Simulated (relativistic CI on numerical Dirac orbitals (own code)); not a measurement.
Calculated at this level of theory: Dirac equation for one electron, model QED (radiative potential, 1s self-energy scaled to tabulated hydrogen-like ionisation energies) (own radial code, finite nucleus).

CI space: 1s, 2s, 2p, 3s, 3p, 3d, 4s, 4p, 4d, 4f, 5s, 5p, 5d, 5f, 5g, 6s, 6p, 6d. Levels of other configurations are missing.

Outline of the computed level scheme of Tl LXXXI. Lowest level of each configuration: 1s 2S_1/2 at 0.0 eV; 2p 2P°_1/2 at 73264.2 eV; 2s 2S_1/2 at 73300.5 eV; 3p 2P°_1/2 at 87624.9 eV; 3s 2S_1/2 at 87635.6 eV; 3d 2D_3/2 at 88370.6 eV; 4p 2P°_1/2 at 92541.7 eV; 4s 2S_1/2 at 92546.1 eV; 4d 2D_3/2 at 92853.4 eV.

Some strong electric-dipole decays among the lowest 14 levels: 2p 2P°_1/2 → 1s 2S_1/2 (2.8e+16 s⁻¹); 2p 2P°_3/2 → 1s 2S_1/2 (2.4e+16 s⁻¹); 3p 2P°_3/2 → 1s 2S_1/2 (6.9e+15 s⁻¹); 3p 2P°_1/2 → 1s 2S_1/2 (6.6e+15 s⁻¹); 4p 2P°_3/2 → 1s 2S_1/2 (2.8e+15 s⁻¹); 3d 2D_5/2 → 2p 2P°_3/2 (2.7e+15 s⁻¹); 3d 2D_3/2 → 2p 2P°_1/2 (2.7e+15 s⁻¹); 4p 2P°_1/2 → 1s 2S_1/2 (2.5e+15 s⁻¹).
